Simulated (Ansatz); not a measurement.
Kohn–Sham single points on CH7AlOSSi (`C[O][AlH][SiH2]S`).

```yaml
crystal:
  periodic: [false, false, false]
  atoms:
    - {symbol: C, position_ang: [-1.014008, -0.813541, 1.998553]}
    - {symbol: O, position_ang: [-0.464752, -0.335202, 0.803629]}
    - {symbol: Al, position_ang: [1.097524, -0.022175, 0.236793]}
    - {symbol: Si, position_ang: [0.983541, 0.820135, -2.051238]}
    - {symbol: S, position_ang: [-1.111547, 0.884734, -2.538382]}
    - {symbol: H, position_ang: [-1.587520, -1.726252, 1.808436]}
    - {symbol: H, position_ang: [-0.246795, -1.041411, 2.748530]}
    - {symbol: H, position_ang: [-1.695298, -0.068939, 2.422192]}
    - {symbol: H, position_ang: [2.337036, -0.294237, 1.190410]}
    - {symbol: H, position_ang: [1.572433, 2.181072, -2.210054]}
    - {symbol: H, position_ang: [1.699394, -0.044021, -3.033760]}
    - {symbol: H, position_ang: [-1.493108, 0.404640, -1.341108]}
basis:
  gaussian: {orbitals: def2-TZVPP}
hamiltonian: {xc: {name: wB97X-V}}
output: {orbitals: {seedname: orbitals}}
```

```sh
$ ansatz run in.yaml --threads 4 --pin off --events-out ev --progress --plain
```

Output, abridged:

```
Functional definition: wB97X-V
  name "wB97X-V"
  cite "Mardirossian & Head-Gordon, Phys. Chem. Chem. Phys. 16, 9904 (2014) doi:10.1039/C3CP54374A"
  cite "Becke, J. Chem. Phys. 107, 8554 (1997) doi:10.1063/1.475007"
  cite "Vydrov & Van Voorhis, J. Chem. Phys. 133, 244103 (2010) doi:10.1063/1.3521275"
  parameter omega = 0.3/bohr
  parameter cx = 0.167
  parameter cx1 = 0.603
  parameter cx2 = 1.194
  parameter css0 = 0.556
  parameter css1 = -0.257
  parameter cos0 = 1.219
  parameter cos1 = -1.850
  parameter b = 6.0
  parameter c = 0.01
  exchange = spin_sum(e_x_unif_sr(omega)*poly(b97_u_x, 1 - cx, cx1, cx2)) + cx*exact_x_sr(omega) + exact_x_lr(omega)
  correlation = spin_sum(e_c_pw_same_spin*poly(b97_u_same, css0, css1))
      + integral(e_c_pw_opposite_spin*poly(b97_u_opposite, cos0, cos1)) + vv10(b, c)
1614 factors; their error is unknown
373 factors; integrals over basis functions are off by at most 1.1e-5 eV
mean field evaluation 1: about -28502.4142 eV, gradient 4.8e1 eV
mean field evaluation 2: about -28501.1754 eV, gradient 5.9e1 eV
mean field evaluation 4: about -28506.9143 eV, gradient 2.1e0 eV
mean field evaluation 8: about -28506.9372 eV, gradient 8.1e-2 eV
mean field evaluation 16: about -28506.9474 eV, gradient 6.8e-5 eV
mean field -28506.94737618 eV, -1047.6109933717 hartree, gradient 2.4e-5 eV, S^2 0.000000; 0 other end points of the search recorded, 0 dependent functions left out
reference -28506.94737359 eV, -1047.6109932767 hartree; 32, 32 occupied and 254, 254 virtual orbitals, 1614 factors
Total energy: -28506.94737359 eV, -1047.6109932767 hartree
```

It took 11 s on 4 threads of a server CPU on a shared host, with 1.1 GiB of host memory at the peak.

Changing it to `hamiltonian: {xc: {name: r2SCANh}, dispersion: d4}` (abridged; 8 s):

```
Functional definition: r2SCANh
mean field evaluation 16: about -28507.6594 eV, gradient 3.9e-4 eV
mean field -28507.65941737 eV, -1047.6371604029 hartree, gradient 1.8e-5 eV, S^2 0.000000
Total energy: -28507.73428447 eV, -1047.6399117180 hartree
```

With the line `hamiltonian: {xc: {name: B97M-V}}` (abridged; 11 s):

```
Functional definition: B97M-V
mean field evaluation 16: about -28505.0314 eV, gradient 4.2e-4 eV
mean field -28505.03135294 eV, -1047.5405808164 hartree, gradient 3.1e-5 eV, S^2 0.000000
Total energy: -28505.03142993 eV, -1047.5405836457 hartree
```

The same input with `hamiltonian: {xc: {name: wB97M-V}}` and forces (abridged; 13 s):

```
Functional definition: wB97M-V
mean field evaluation 16: about -28508.7326 eV, gradient 1.1e-4 eV
mean field -28508.73257938 eV, -1047.6765983793 hartree, gradient 3.5e-5 eV, S^2 0.000000
Total energy: -28508.73264175 eV, -1047.6766006713 hartree
Atom 0 force    -0.182727    -0.133049     0.325856 eV/Å
Atom 1 force     0.073435     0.084548    -0.215974 eV/Å
Atom 2 force     0.170440     0.021320    -0.022592 eV/Å
Atom 3 force     0.169016     0.014689    -0.014703 eV/Å
Atom 4 force    -0.044395    -0.034710     0.081821 eV/Å
Atom 5 force     0.057491     0.086806     0.020130 eV/Å
Atom 6 force    -0.059047     0.021029    -0.067012 eV/Å
Atom 7 force     0.067210    -0.071697    -0.037866 eV/Å
Atom 8 force    -0.128363     0.027302    -0.098090 eV/Å
Atom 9 force    -0.068718    -0.153676     0.017331 eV/Å
Atom 10 force    -0.084473     0.098188     0.109512 eV/Å
Atom 11 force     0.030130     0.039250    -0.098412 eV/Å
Dipole moment:     0.141586    -0.170629     0.477021 e Å
```

Changing it to `hamiltonian: {xc: {name: BLYP}, dispersion: d4}` (abridged; 3.5 s):

```
Functional definition: BLYP
mean field evaluation 16: about -28510.6959 eV, gradient 4.3e-4 eV
mean field -28510.69592548 eV, -1047.7487500175 hartree, gradient 8.3e-5 eV, S^2 0.000000
Total energy: -28511.28374969 eV, -1047.7703521590 hartree
```

Changing it to `hamiltonian: {xc: lda}` (abridged; 2.6 s):

```
Functional definition: SPW92
mean field evaluation 16: about -28388.5960 eV, gradient 4.8e-4 eV
mean field -28388.59601249 eV, -1043.2616609775 hartree, gradient 2.5e-5 eV, S^2 0.000000
Total energy: -28388.59606124 eV, -1043.2616627691 hartree
```
